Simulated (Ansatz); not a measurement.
C4H8Si (SMILES C=CC(=C)[SiH3]) moved off its minimum; all values from Ansatz (a program for electronic structure), cores frozen in correlated methods.
(charge 0, multiplicity 1)
```xyz
13

C      1.1673     0.7517    -1.7162
C      1.2668     0.7245    -0.2108
C      0.1425     0.1413     0.5182
C      0.5058     0.1373     1.8163
Si    -1.3580    -0.7920    -0.2142
H      0.3356     0.2397    -2.1401
H      1.7507     1.1478    -2.3754
H      2.1342     1.0833     0.1818
H      1.2368     0.5484     2.3269
H     -0.4118    -0.3182     2.5597
H     -2.0699     0.4654    -0.8623
H     -2.0740    -1.2843     0.9285
H     -1.1530    -1.6595    -1.1292
```

Forces at r2SCAN/def2-TZVPP (eV/Å):

```json
[
 {"atom": "C1", "Fx": "-2.949", "Fy": "-2.398", "Fz": "9.236"},
 {"atom": "C2", "Fx": "-3.572", "Fy": "-1.055", "Fz": "-9.173"},
 {"atom": "C3", "Fx": "3.173", "Fy": "-0.201", "Fz": "0.486"},
 {"atom": "C4", "Fx": "-8.782", "Fy": "-3.955", "Fz": "0.822"},
 {"atom": "Si5", "Fx": "-0.619", "Fy": "6.802", "Fz": "3.332"},
 {"atom": "H6", "Fx": "-0.805", "Fy": "-0.198", "Fz": "-0.169"},
 {"atom": "H7", "Fx": "4.091", "Fy": "2.486", "Fz": "-3.407"},
 {"atom": "H8", "Fx": "2.044", "Fy": "1.110", "Fz": "1.616"},
 {"atom": "H9", "Fx": "3.808", "Fy": "2.097", "Fz": "1.852"},
 {"atom": "H10", "Fx": "2.788", "Fy": "1.092", "Fz": "-1.581"},
 {"atom": "H11", "Fx": "0.179", "Fy": "-1.324", "Fz": "0.426"},
 {"atom": "H12", "Fx": "-0.543", "Fy": "-0.423", "Fz": "0.605"},
 {"atom": "H13", "Fx": "1.185", "Fy": "-4.032", "Fz": "-4.045"}
]
```

Question: Give the forces (eV/Å), the total energy and the dipole at CCSD(T)/aug-cc-pV(T+d)Z.

Answer: 
| atom | Fx | Fy | Fz |
|---|---|---|---|
| C1 | -2.999 | -2.401 | 8.903 |
| C2 | -3.116 | -0.841 | -9.000 |
| C3 | 2.716 | -0.315 | 0.328 |
| C4 | -8.686 | -3.993 | 1.234 |
| Si5 | -0.768 | 6.759 | 3.278 |
| H6 | -0.847 | -0.242 | -0.194 |
| H7 | 4.123 | 2.521 | -3.446 |
| H8 | 2.080 | 1.108 | 1.635 |
| H9 | 3.866 | 2.127 | 1.855 |
| H10 | 2.765 | 1.081 | -1.596 |
| H11 | 0.196 | -1.349 | 0.436 |
| H12 | -0.524 | -0.422 | 0.589 |
| H13 | 1.195 | -4.034 | -4.023 |
Energy -445.8617 hartree, dipole 0.71 D.

Doubts at one or more of the structures used: a restricted determinant that unrestricted orbitals would lower (CCSD(T)/aug-cc-pV(T+d)Z).
